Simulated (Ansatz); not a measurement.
Ansatz results at the PBE0-D4/def2-TZVP geometry: HOMO–LUMO gap (PBE0/def2-TZVPP) 8.49 eV; HOMO energy (PBE/def2-TZVPP) -6.56 eV; size of the dipole moment (ωB97M-V/def2-TZVPP) 2.47 D.

Each molecule was computed in one conformer, which needn't be the lowest.

Question: Which molecule gave them?
A. `O[Si@@H](F)[C@@H]1CO1`
B. `O=COC(F)[SiH3]`
C. `O=C[SiH](O)CF`
D. `CC(=O)O[SiH2]F`

Answer: A. The others give `CC(=O)O[SiH2]F`: 8.26, -6.87, 1.90; `O=C[SiH](O)CF`: 5.47, -5.88, 0.60; `O=COC(F)[SiH3]`: 8.19, -7.08, 2.25.
